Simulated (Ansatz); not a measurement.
System: CH$_{6}$OSi, net charge 0, singlet state. 
Structure (B3LYP-D3(BJ)/def2-TZVP (Ansatz, a program for electronic structure) minimum search):
```
O
C 1 1.4184
H 2 1.0897 1 108.09
H 2 1.0949 3 108.68 1 120.91
H 2 1.0949 3 108.68 4 118.17
Si 1 1.6455 2 123.36 3 180.00
H 6 1.4759 1 106.49 2 -180.00
H 6 1.4858 7 110.32 1 -120.46
H 6 1.4858 7 110.32 8 -119.08
```

Computed values are from Ansatz. Valence correlation only, unless marked. UHF or UKS for open shells. No spin-orbit coupling. Non-relativistic. CBS(X,Y): correlation extrapolated as X^-3; Hartree-Fock from the larger set (for Q and 5 zeta extrapolated as (X+1)exp(-9√X)).

### Question
What is the T1 diagnostic at CCSD/cc-pV(5+d)Z?

### Answer
0.011.

### Question
What is the dipole moment at CCSD(T)/aug-cc-pV(D+d)Z?

### Answer
1.13 D.

### Question
What is the vertical triplet-singlet gap at CCSD(T)/CBS(aug-cc-pV(T+d)Z,aug-cc-pV(Q+d)Z)?

### Answer
7.04 eV.

### Question
What is the atomisation energy De at CCSD(T)/CBS(cc-pV(Q+d)Z,cc-pV(5+d)Z)?

### Answer
744.2 kcal/mol.

### Question
What is the vertical ionisation energy (to the doublet) at CCSD(T)/CBS(aug-cc-pV(T+d)Z,aug-cc-pV(Q+d)Z)?

### Answer
10.93 eV.
